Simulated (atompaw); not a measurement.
Before and after: PAW (atompaw) potential for Pd

* Element: palladium
* Generator: atompaw 4.2.0.5
* Type: PAW
* Functional: LDA (PW92)
* Relativity: scalar-relativistic
* Frozen core: [Kr]
* Valence charge: 10
* Reference configuration: 4d10 5s0 5p0
* Partial waves: 5s (bound, empty): rc 2.85 bohr; 5s channel at 3.4 Ry: rc 3.00 bohr; 5p (bound, empty): rc 3.00 bohr; 5p channel at 0.35 Ry: rc 3.00 bohr; 4d (bound): rc 1.75 bohr; 4d channel at 0.05 Ry: rc 1.75 bohr
* Local potential: bessel scheme, radius 2.00 bohr
* Core correction: smooth core density matched at 2.30 bohr
* Augmentation charge: besselshape compensation charge, radius 2.70 bohr; PAW radius 3.00 bohr; waves and projectors: custom rrkj gramschmidtortho

All-electron outer shells of the reference configuration (LDA (PW92), scalar-relativistic, ld1.x):

```csv
shell,level (eV),outermost node (bohr),outermost maximum (bohr)
4s,-85.44,0.45,0.85
4p,-51.36,0.46,0.91
4d,-4.31,0.45,1.10
5s,-3.61,1.15,2.64
5p,-0.36,1.31,4.09
```

Change: local potential bessel scheme, radius 1.48 bohr.

Cutoffs: the cutoffs (Ry, on a coarse ladder) from which the occupation-weighted sum of valence levels, in a spherical-Bessel basis at the reference potential, stays within 10 and 1 mRy of its value at 400 Ry; they do not see the model core or the augmentation charge, which bear on the density cutoff.

Problem. What does the change do?

Solution. The potential gets neither clearly harder nor softer (35 Ry and 60 Ry → 35 Ry and 60 Ry); the range in which the s phases agree narrows (upper end at the end of the scan → 1.4); neither file shows a bound ghost.

| quantity | base | changed |
| --- | --- | --- |
| cutoff, loose | 35 Ry | 35 Ry |
| cutoff, tight | 60 Ry | 60 Ry |
| bound ghosts | none | none |
| s: phases at 3.02 bohr within 0.05 rad from the reference energy up to (Ry; the scan ends near 5) | to the end of the scan | 1.4 |
| p: phases at 3.02 bohr within 0.05 rad from the reference energy up to (Ry; the scan ends near 5) | 3.2 | 2.8 |
| d: phases at 3.02 bohr within 0.05 rad from the reference energy up to (Ry; the scan ends near 5) | to the end of the scan | to the end of the scan |
| lowest overlap eigenvalue by channel | s 0.65, p 0.59, d 0.96 | s 0.62, p 0.51, d 0.90 |

 The cutoffs see the waves, projectors and local potential, not the compensation charge or the core.
